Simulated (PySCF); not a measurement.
Problem. What does the PBE0-D3(BJ)/def2-SVP structure of `C[n+]1ccn(C2CCC2)c1` look like in three dimensions? (Charge +1.)

Solution. 
```xyz
23
C8H13N2 angstrom
C     -3.742   -0.452   -0.082
N     -2.357   -0.015    0.013
C     -1.939    1.259    0.318
C     -0.575    1.248    0.294
N     -0.186   -0.032   -0.025
C      1.190   -0.510   -0.151
C      2.165    0.255   -1.057
C      3.263   -0.063   -0.022
C      2.159   -0.315    1.025
C     -1.280   -0.775   -0.189
H     -3.769   -1.534   -0.249
H     -4.239    0.057   -0.918
H     -4.264   -0.220    0.856
H     -2.638    2.066    0.525
H      0.137    2.047    0.480
H      1.122   -1.568   -0.442
H      1.934    1.331   -1.079
H      2.280   -0.099   -2.091
H      3.807   -0.985   -0.272
H      3.995    0.724    0.196
H      1.924    0.598    1.592
H      2.269   -1.150    1.731
H     -1.292   -1.833   -0.447
```

Any rigid rotation of these coordinates is as good. Atoms count from 1 in this order. The 4-membered ring C6–C7–C8–C9 has internal angles of 87.3° to 89.3° (sum 353°, against 360° for a flat polygon); it is puckered, 0.14 Å rms from its mean plane, widest ring torsion 20°. N2 (three-coordinate ring nitrogen) is planar (angles 126.0°, 125.6° and 108.4°, sum 360.0°, 0.00 Å off the plane of its three neighbours). N5 (ring nitrogen) is planar (angles 126.2°, 125.4° and 108.4°, sum 360.0°, 0.00 Å off the plane of its three neighbours). The C–C distances run from 1.364 Å (C3–C4, aromatic) to 1.542 Å (C8–C9, drawn single), a spread of 0.178 Å.

Bonds between heavy atoms (Å): C1–N2 1.455, N2–C3 1.375, C3–C4 1.364, C4–N5 1.375, N5–C6 1.462, C6–C7 1.535, C7–C8 1.542, C8–C9 1.542, N5–C10 1.333, N2–C10 1.334, C6–C9 1.536.

Method: PySCF, PBE0-D3(BJ)/def2-SVP geometry optimisation, gas phase.

Point group: near Cs, missed by 0.24 Å at most; the miss may be what the optimiser left on a soft mode. No frequency check. Torsions: C4–N5–C6–C7 -52°, N5–C6–C7–C8 144°, C6–C7–C8–C9 -20°, C7–C8–C9–C6 20°, N5–C6–C9–C8 -144°.

One conformer stands for the species.
